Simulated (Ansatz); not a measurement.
Reaction (redistribution): `[SiH3][O][Zn][Cl]` + `NB(O)Cl` → `[Cl][Zn][Cl]` + `NB(O)O[SiH3]`

Calculated with Ansatz (gas phase, PBE0-D4/def2-TZVP geometries, no zero-point term in ΔE). CCSD(T)/CBS is the MP2 limit (def2-TZVPP, def2-QZVPP) plus CCSD(T) − MP2 in def2-TZVPP, frozen cores. DFT in def2-TZVPP. B3LYP here is the variant with VWN-RPA as its local correlation; programs differ in this. For Zn outer-core shells are correlated without core-valence functions, which leaves a few kJ/mol of doubt a bond. Scalar relativity is left out up to krypton. Each species was taken in one conformer, which may not be the lowest.

Is it downhill or uphill in electronic energy at CCSD(T)/CBS, and by how much? (Estimate.)

Ansatz gave: Downhill: ΔE = -99.1 kJ/mol.

What do these levels give: PBE-D4, B97M-V, B3LYP-D4, CAM-B3LYP-D4, ωB97X-V, r2SCAN, PBE0, B3LYP, CCSD/def2-SVP, CCSD(T)/def2-SVP, HF/def2-TZVPP, MP2/def2-QZVPP? (An estimate is asked.)

The calculation gave: PBE-D4 -90.2, B97M-V -98.8, B3LYP-D4 -99.8, CAM-B3LYP-D4 -101.0, ωB97X-V -97.6, r2SCAN -96.6, PBE0 -98.5, B3LYP -99.3, CCSD/def2-SVP -88.1, CCSD(T)/def2-SVP -85.8, HF/def2-TZVPP -121.3, MP2/def2-QZVPP -91.1 kJ/mol.

What do rigid-rotor, harmonic-oscillator terms from PBE0-D4/def2-TZVP frequencies (298.15 K, 1 bar) make of the CCSD(T)/CBS value? (An estimate is asked.)

Computed: ΔZPE = +2.4 kJ/mol, ΔH = -96.2 kJ/mol, ΔS = -32 J/(mol·K), ΔG = -86.8 kJ/mol. Modes under 50 cm⁻¹ make the entropy rough.

Largest T1 diagnostic among the species: 0.015.

In def2-TZVPP, CCSD(T) changes the Hartree–Fock value by +27.5 kJ/mol (the triples alone add +3.9 kJ/mol) and MP2 by +33.2 kJ/mol. From r2SCAN to r2SCAN0 (25 % exact exchange), in def2-TZVPP and without D4, ΔE moves by −6.8 kJ/mol. At CCSD(T), def2-SVP lies +13.2 kJ/mol from the extrapolated value and def2-TZVPP +5.2 kJ/mol.
